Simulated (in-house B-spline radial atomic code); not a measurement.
Results of a calculation; reference values are marked as such.
Correlation energy from the adiabatic connection: ω²r²/2 − Z/r, ω = 0.085, Z = 0.5

Two electrons in a singlet, external potential ω²r²/2 − Z/r, ω = 0.085, Z = 0.5 (atomic units). Full CI in B-splines (partial waves to l = 8, correlation up to 0.6 % small) with the density held fixed gives W(λ) = <V_ee>_λ − U, and E_c is the integral of W(λ) − W(0) from 0 to 1.

```csv
λ,W(λ) − W(0) (hartree)
0,0.00000
0.02,-0.00183
0.05,-0.00446
0.12,-0.01011
0.25,-0.01910
0.4,-0.02756
0.6,-0.03653
0.8,-0.04362
1,-0.04937
```

**Question.** Integrate the table by the trapezoid rule.

**Answer.** The strips give -0.00002, -0.00009, -0.00051, -0.00190, -0.00350, -0.00641, -0.00802, -0.00930, which sum to -0.02974 hartree. The direct value, W(1) − W(0) + T_c with T_c = 0.01950, is -0.02987; the curve is convex, so chords lie above it and the trapezoids fall short in size by 0.43 %.

**Question.** Now use only three numbers: W(0) = -0.27191, the initial slope W'(0) = -0.09301 (extrapolated from the first points) and the strong-coupling limit of the point-charge-plus-continuum model, W∞ = -0.37823. What do second-order theory and the interpolation W(λ) = W∞ + (W(0) − W∞)/√(1 + 2χλ) of Seidl, Perdew and Levy give?

**Answer.** Second order keeps the slope alone: E_c = W'(0)/2 = -0.04650, +56 % in size against -0.02987. Matching the slope fixes χ = W'(0)/(W∞ − W(0)) = -0.09301/(-0.10632) = 0.87481. Integrating, with s = √(1 + 2χ) = 1.658199, E_c = −(W(0) − W∞)(s − 1)/(s + 1) = −0.10632 × 0.658199/2.658199 = -0.02633 hartree, -11.9 % in size against the full result. At λ = 1 the formula gives W − W(0) = -0.04220 against -0.04937. Part of the miss can come from the model's W∞.
